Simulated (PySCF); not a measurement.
1-ethyl-4-fluorobenzene, C₈H₉F.
Atom-mapped SMILES: `[CH3:1][CH2:2][c:3]1[cH:4][cH:5][c:6]([F:7])[cH:8][cH:9]1` (hydrogens: H10, H11, H12 on C1; H13, H14 on C2; H15 on C4; H16 on C5; H17 on C8; H18 on C9)

The calculation used PySCF 2.14.0, PBE0-D3(BJ)/def2-SVP geometry optimisation, gas phase.

Problem. What internal coordinates does the optimisation give?

Solution. 
| bond | length (bohr) |
| --- | --- |
| C1–C2 | 2.885 |
| C2–C3 | 2.846 |
| C3–C4, C3–C9 | 2.645 |
| C4–C5, C8–C9 | 2.632 |
| C5–C6, C6–C8 | 2.625 |
| C6–F7 | 2.521 |
| C1–H10, C1–H11, C1–H12 | 2.081 |
| C2–H13, C2–H14 | 2.083 |
| C4–H15, C9–H18 | 2.067 |
| C5–H16, C8–H17 | 2.063 |

Bonds in one row agree within 0.02 bohr and their mean is given. A selection of angles:
| angle | degrees |
| --- | --- |
| C1–C2–C3 | 112.8 |
| C2–C3–C4 | 121.0 |
| C4–C3–C9 | 118.0 |
| C3–C4–C5 | 121.5 |
| C4–C5–C6 | 118.9 |
| C5–C6–F7 | 119.3 |
| C5–C6–C8 | 121.3 |

Dihedral angles: C1–C2–C3–C4 89° (synclinal).

Of the pairs four or more bonds apart, H14···H18 is among the closest relative to their van der Waals radii: 2.47 Å, 103 % of the sum of Bondi's values. The 8 C–C bonds span 1.389 Å (C6–C8, aromatic) to 1.526 Å (C1–C2, drawn single), a spread of 0.137 Å. The 6-membered ring C3–C4–C5–C6–C8–C9 has internal angles of 118.0° to 121.5°; it is planar, 0.00 Å rms from its mean plane, widest ring torsion 0°.

Point group: Cs (every atom within 0.08 Å of its image). No frequency check. One conformer, not necessarily the lowest.
